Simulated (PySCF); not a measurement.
ClH₂NSi, SMILES N[Si]Cl (connectivity only; charge and spin as stated), neutral, multiplicity 1.

Geometry: B3LYP-D3(BJ)/def2-TZVP. The values are those of a single conformer.

Method: PySCF with TDA-LC-ωPBE/def2-SVPD.

Vertical excitations.  State labels are in the subgroup Cs.

| state | symmetry | energy (eV) | λ (nm) | f | main pairs |
|---|---|---|---|---|---|
| S1 | A" | 4.86 | 255 | 0.095 | HOMO→LUMO 97 % |
| S2 | A' | 6.55 | 189 | 0.065 | HOMO−1→LUMO 51 %, HOMO→LUMO+1 39 % |
| S3 | A" | 6.90 | 180 | 0.007 | HOMO−2→LUMO 97 % |
| S4 | A' | 7.06 | 176 | 0.471 | HOMO−1→LUMO 39 %, HOMO→LUMO+1 29 %, HOMO→LUMO+2 20 % |
| S5 | A' | 7.60 | 163 | 0.061 | HOMO→LUMO+2 31 %, HOMO−3→LUMO 28 %, HOMO→LUMO+1 20 %, HOMO→LUMO+5 6 % |
| S6 | A" | 7.83 | 158 | 0.027 | HOMO−1→LUMO+1 78 % |
| S7 | A' | 7.95 | 156 | 0.263 | HOMO→LUMO+3 72 % |
| S8 | A' | 8.09 | 153 | 0.125 | HOMO−3→LUMO 57 %, HOMO→LUMO+2 24 % |
| S9 | A" | 8.37 | 148 | 0.007 | HOMO−1→LUMO+2 71 % |
| S10 | A" | 8.69 | 143 | 0.016 | HOMO−4→LUMO 89 % |
| T1 | A" | 2.71 | 457 | 0 | HOMO→LUMO 95 % |
| T2 | A' | 4.80 | 258 | 0 | HOMO→LUMO+1 60 %, HOMO→LUMO+2 26 % |
| T3 | A' | 5.24 | 237 | 0 | HOMO−1→LUMO 84 % |
| T4 | A' | 6.63 | 187 | 0 | HOMO−3→LUMO 26 %, HOMO→LUMO+2 20 %, HOMO→LUMO+7 14 %, HOMO→LUMO+3 13 % |
Triplets are in the Tamm–Dancoff approximation.
